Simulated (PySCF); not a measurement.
CH5AlBrN.
Cartesian coordinates in Å at the PBE0-D3(BJ)/def2-SVP level; atoms count from 1:
```xyz
9
CH5AlBrN angstrom
C     -1.312   -0.141   -0.261
N      0.070   -0.493   -0.036
Al     1.446    0.560    0.311
Br     3.431   -0.483    0.595
H     -1.992   -0.599    0.480
H     -1.669   -0.441   -1.263
H     -1.446    0.950   -0.185
H      0.233   -1.494   -0.096
H      1.297    2.125    0.420
```

Method used: PBE0-D3(BJ)/def2-SVP geometry optimisation, gas phase (PySCF 2.14.0).

Take the most abundant isotopes and a rigid rotor. The values belong to one conformer with, in the numbering `[CH3:1][NH:2][AlH:3][Br:4]`, C1–N2–Al3–Br4 180°.

**Question.** What are A, B and C (GHz)?

**Answer.** Ia = 29.65, Ib = 414.70, Ic = 441.16 u·Å²; 505379 MHz·u·Å²/I gives 17042, 1219 and 1146 MHz, that is A = 17.042, B = 1.2187, C = 1.1456 GHz.

**Question.** What kind of rotor is it?

**Answer.** A near-prolate asymmetric top. Ray's parameter κ = (2B − A − C)/(A − C) = -0.991; −1 is the prolate and +1 the oblate limit.

**Question.** Is it planar, by Δ = Ic − Ia − Ib?

**Answer.** Not planar: Δ = Ic − Ia − Ib = -3.19 u·Å². For a rigid frame Δ = −2 Σ m c², so Σ m c² = 1.60 u·Å² lies off the ab plane, practically all of it from hydrogen. The atom farthest from that plane is 0.89 Å away.

**Question.** Give the other two planar moments, Paa and Pbb, and the rms extents of the mass along the axes.

**Answer.** Paa = Σ m a² = (Ib + Ic − Ia)/2 = 413.10 and Pbb = Σ m b² = (Ia + Ic − Ib)/2 = 28.06 u·Å². With the mass M = 136.94 u, the rms extents √(P/M) along a, b and c are 1.74, 0.45, 0.11 Å.

**Question.** Predict some low-J microwave lines.

**Answer.** The dipole components are |μa| = 2.18 D, |μb| = 0.53 D, |μc| = 0.00 D; the mirror of this Cs structure is the ab plane, so μc vanishes by symmetry (the 0.01 D computed is a residue) and there are no c-type lines. The squared components, which scale the intensities, stand as 1.00 : 0.06 (a : b). Some lines, for components of 0.1 D or more:

```json
{"type": "a", "branch": "Q", "J(Ka,Kc)": "3(1,2) ← 3(1,3)", "MHz": "439", "lower level (cm⁻¹)": "0.995"}
{"type": "a", "branch": "R", "J(Ka,Kc)": "1(0,1) ← 0(0,0)", "MHz": "2364", "lower level (cm⁻¹)": "0.000"}
{"type": "a", "branch": "R", "J(Ka,Kc)": "4(3,1) ← 3(3,0)", "MHz": "9457", "lower level (cm⁻¹)": "5.235"}
{"type": "a", "branch": "R", "J(Ka,Kc)": "4(1,3) ← 3(1,2)", "MHz": "9603", "lower level (cm⁻¹)": "1.010"}
{"type": "a", "branch": "R", "J(Ka,Kc)": "5(2,4) ← 4(2,3)", "MHz": "11821", "lower level (cm⁻¹)": "2.905"}
{"type": "a", "branch": "R", "J(Ka,Kc)": "5(3,3) ← 4(3,2)", "MHz": "11822", "lower level (cm⁻¹)": "5.550"}
{"type": "b", "branch": "Q", "J(Ka,Kc)": "2(2,1) ← 2(1,2)", "MHz": "47690", "lower level (cm⁻¹)": "0.762"}
{"type": "b", "branch": "Q", "J(Ka,Kc)": "5(2,4) ← 5(1,5)", "MHz": "48130", "lower level (cm⁻¹)": "1.694"}
{"type": "b", "branch": "R", "J(Ka,Kc)": "2(2,1) ← 1(1,0)", "MHz": "52273", "lower level (cm⁻¹)": "0.609"}
{"type": "b", "branch": "R", "J(Ka,Kc)": "5(2,3) ← 4(1,4)", "MHz": "59776", "lower level (cm⁻¹)": "1.305"}
{"type": "b", "branch": "Q", "J(Ka,Kc)": "4(3,2) ← 4(2,3)", "MHz": "79302", "lower level (cm⁻¹)": "2.905"}
{"type": "b", "branch": "R", "J(Ka,Kc)": "4(3,1) ← 3(2,2)", "MHz": "88759", "lower level (cm⁻¹)": "2.589"}
{"type": "b", "branch": "Q", "J(Ka,Kc)": "5(4,2) ← 5(3,3)", "MHz": "111021", "lower level (cm⁻¹)": "5.944"}
```

**Question.** Estimate the classical rotational partition function at 10 K, 25 K and 200 K.

**Answer.** Point group Cs, symmetry number σ = 1; q = (√π/σ)·√((kT/h)³/(ABC)), k/h = 20836.6 MHz/K: 1090 at 10 K, 4320 at 25 K, 97800 at 200 K.

Stationary, but not proved a minimum. No vibrational averaging or centrifugal distortion is included, and the geometry carries the error of its method. A rigid rotor knows nothing of internal rotation, which can split or shift real lines. Quadrupole hyperfine structure (14N, 27Al, 79Br) is left out.
